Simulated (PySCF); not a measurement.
C4H7FO2, SMILES O[C@@H]1C[C@@H](O)C1F. The structure is a stationary point at B3LYP-D3(BJ)/def2-SVP. The structure was generated by enumeration; whether it is a known compound was not checked. One conformer was computed; it need not be the lowest.

The numbers are results of B3LYP-D3(BJ)/def2-SVP in PySCF, not measurements.

Harmonic wavenumbers (cm⁻¹): 123, 221, 259, 276, 338, 362, 392, 483, 583, 750, 818, 895, 926, 965, 1020, 1100, 1113, 1172, 1180, 1198, 1234, 1248, 1258, 1300, 1345, 1373, 1394, 1423, 1463, 3021, 3036, 3076, 3084, 3152, 3783, 3820. Rotational constants (GHz): 3.810, 2.411, 1.698; symmetry number 1.

Question: Work out the zero-point energy and the ideal-gas rigid-rotor harmonic-oscillator thermochemistry at 298.15 K and 1 atm.

Answer: ZPE = ½ Σ hcν = ½ × 49184 cm⁻¹ = 70.31 kcal/mol. H − E(el) = 75.28 kcal/mol. Entropy in cal/(mol K): translation 39.89, rotation 27.42, vibration 14.13, total 81.45. G − E(el) = 50.99 kcal/mol. Cp = 27.66 cal/(mol K). Modes under 150 cm⁻¹ make the vibrational entropy uncertain.
